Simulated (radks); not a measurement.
Q: Valence configurations of neutral chlorine (all share [Ne]). Calculated with a radial shooting solver on a logarithmic mesh with Libxc functionals: scalar-relativistic Kohn-Sham, PBE, spin-polarised, spherical densities, finite nucleus; open shells are filled with parallel spins first; Fermi nuclear charge, rms radius 3.3654 fm. Order these by energy: 3s2 3p5; 3s1.5 3p5.5; 3s1 3p6.

A: From the lowest, in eV above it: 3s2 3p5 0.000; 3s1.5 3p5.5 6.028; 3s1 3p6 12.063. NIST lists [Ne] 3s2 3p5 as the ground configuration; this level of theory agrees among the configurations tried. The energies are those of spherical high-spin densities, not of single terms.
